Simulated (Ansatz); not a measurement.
C2H5BO2 (SMILES C=CB(O)O), singlet, geometry from GFN2-xTB; SC-NEVPT2/STO-3G, CASSCF(4,3) (Ansatz, a program for electronic structure).

Input for Ansatz:
Ansatz 0.2 input:
```yaml
crystal:
  periodic: [false, false, false]
  atoms:
    - {symbol: B, position_ang: [0.22785646, 0.40696456, 0.20460278]}
    - {symbol: C, position_ang: [-0.66088889, -0.35623061, -0.84764847]}
    - {symbol: C, position_ang: [-0.90746038, -1.65898545, -0.80306477]}
    - {symbol: H, position_ang: [-1.09859335, 0.21880443, -1.65918104]}
    - {symbol: H, position_ang: [-1.51957146, -2.16578374, -1.53359994]}
    - {symbol: H, position_ang: [-0.49347226, -2.26642740, -0.01589776]}
    - {symbol: O, position_ang: [0.78664116, -0.27694620, 1.22514403]}
    - {symbol: H, position_ang: [1.30842206, 0.27188564, 1.81183972]}
    - {symbol: O, position_ang: [0.46527194, 1.75028914, 0.13423991]}
    - {symbol: H, position_ang: [0.05872361, 2.21125112, -0.59696702]}
basis:
  gaussian:
    orbitals: STO-3G
magnetization: {spin_polarized: false}
correlation: {method: sc_nevpt2, electrons: all, active_space: {window: {electrons: 4, orbitals: 3}}}
```

Output, abridged:

```
Functional definition: HF
418 factors; integrals over basis functions are off by at most 8.6e-5 eV
mean field evaluation 1: about -6796.0650 eV, gradient 2.6e1 eV
mean field evaluation 2: about -6796.2148 eV, gradient 2.6e1 eV
mean field evaluation 4: about -6798.4702 eV, gradient 1.5e0 eV
mean field evaluation 8: about -6798.4778 eV, gradient 2.6e-2 eV
mean field -6798.47782098 eV, -249.8394517471 hartree, gradient 1.7e-6 eV, S^2 0.000000; 0 other end points of the search recorded, 0 dependent functions left out; unrestricted orbitals would lower it
reference -6798.47782098 eV, -249.8394517471 hartree; 19, 19 occupied and 11, 11 virtual orbitals, 418 factors
state -6799.63290300 eV, -249.8819002287 hartree
state -6799.63290300 eV, -249.8819002287 hartree; corrected -6805.03111786 eV, -250.0802809655 hartree
Total energy: -6805.03111786 eV, -250.0802809655 hartree
```
